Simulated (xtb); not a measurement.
Mo(S)2(F)(Me) (CH₃FMoS₂), SMILES [S]=[Mo]([F])([CH3])=[S], multiplicity 1. All values are semi-empirical tight-binding results from xtb (GFN2-xTB unless named), good for trends rather than for accurate numbers. Geometry: GFN2-xTB. The multiplicity is an assumed one; no other spin state was optimised. The structure was generated by enumeration; whether it is a known compound was not checked.

For metal compounds this method's bond lengths and energies can be far off.

```json
{
  "point_group_as_xtb_finds_it": "Cs",
  "orbital_gap": "1.67 eV",
  "zero_point_energy": "24.0 kcal/mol",
  "G − E(el) at 298.15 K (modified RRHO)": "2.5 kcal/mol"
}
```
